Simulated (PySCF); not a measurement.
**`C(CO)[C@@H](F)Br`, C$_{3}$H$_{6}$BrFO**

Molfile (atoms numbered from 1):
```
C3H6BrFO
     RDKit          3D

 12 11  0  0  0  0  0  0  0  0999 V2000
    1.9563   -1.1281   -0.2919 O   0  0  0  0  0  0  0  0  0  0  0  0
    1.0767   -0.1552    0.1980 C   0  0  0  0  0  0  0  0  0  0  0  0
   -0.3534   -0.3906   -0.2744 C   0  0  0  0  0  0  0  0  0  0  0  0
   -1.3767    0.5462    0.3115 C   0  0  1  0  0  0  0  0  0  0  0  0
   -1.3453    0.5008    1.6635 F   0  0  0  0  0  0  0  0  0  0  0  0
   -1.0791    2.4013   -0.2592 Br  0  0  0  0  0  0  0  0  0  0  0  0
    2.0730   -0.9803   -1.2357 H   0  0  0  0  0  0  0  0  0  0  0  0
    1.3930    0.8708   -0.0680 H   0  0  0  0  0  0  0  0  0  0  0  0
    1.1046   -0.2209    1.2957 H   0  0  0  0  0  0  0  0  0  0  0  0
   -0.4150   -0.3291   -1.3733 H   0  0  0  0  0  0  0  0  0  0  0  0
   -0.6494   -1.4152    0.0093 H   0  0  0  0  0  0  0  0  0  0  0  0
   -2.3981    0.3222   -0.0271 H   0  0  0  0  0  0  0  0  0  0  0  0
  1  2  1  0
  2  3  1  0
  3  4  1  0
  4  5  1  0
  4  6  1  0
  1  7  1  0
  2  8  1  0
  2  9  1  0
  3 10  1  0
  3 11  1  0
  4 12  1  6
M  END
```

Method used: GIAO mPW1PW91/pcSseg-1 magnetisability, rotational g tensor and spin-rotation constants, non-relativistic, gas phase in PySCF 2.14.0. Geometry: PBE0-D3(BJ)/def2-SVP.

The calculation is non-relativistic, which matters for the atoms heavier than Zn.

**Question.** Give the nuclear spin-rotation constants along the inertial axes (H = +C I·J) beside the isotropic shieldings.

**Answer.** Rotational constants 3.7686, 1.1649, 0.9777 GHz. A star marks the isotopologue with that one atom substituted, in its own axes.
| atom | isotope | Caa (kHz) | Cbb (kHz) | Ccc (kHz) | mean (kHz) | σ (ppm) |
| --- | --- | --- | --- | --- | --- | --- |
| F5 | 19F | 2.787 | 0.688 | 1.100 | 1.525 | 328.6 |
| Br6 | 79Br | 6.331 | 1.497 | 1.959 | 3.263 | 2039.0 |
| H7 | 1H | -0.506 | -0.046 | -0.084 | -0.212 | 31.7 |
| H8 | 1H | -0.236 | -0.009 | -0.065 | -0.103 | 27.1 |
| H9 | 1H | -0.384 | -0.027 | -0.016 | -0.143 | 27.4 |
| H10 | 1H | -0.426 | -0.054 | -0.035 | -0.172 | 29.8 |
| H11 | 1H | -0.194 | -0.042 | -0.087 | -0.108 | 28.9 |
| H12 | 1H | -0.231 | -0.077 | 0.020 | -0.096 | 24.7 |
| O1 | 17O* | -0.386 | -0.062 | -0.062 | -0.170 | 306.9 |
| C2 | 13C* | 0.638 | 0.269 | 0.216 | 0.374 | 124.7 |
| C3 | 13C* | 0.647 | 0.229 | 0.195 | 0.357 | 137.4 |
| C4 | 13C* | 1.141 | 0.303 | 0.271 | 0.572 | 75.6 |

For the geometry as given, no vibrational averaging.
